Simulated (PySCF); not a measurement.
A structure optimised at PBE-D3(BJ)/def2-SVP, used in a PySCF frequency run:

```xyz
10

In     0.0000     0.0000    -0.0650
F      0.0000     0.0000     1.9409
C      2.0497     0.0001    -0.7605
H      2.1076     0.0110    -1.8647
H      2.5482    -0.9064    -0.3660
H      2.5549     0.8944    -0.3473
C     -2.0497    -0.0001    -0.7605
H     -2.1076    -0.0110    -1.8647
H     -2.5482     0.9064    -0.3660
H     -2.5549    -0.8944    -0.3473
```
Charge 0, spin multiplicity 1.

Problem. Write its SMILES, formula and point group.

Solution. [CH3][In]([CH3])[F], C2H6FIn, C2

Problem. What are its rotational constants (standard atomic weights)?

Solution. 5.2358, 3.6255, 2.2032 GHz
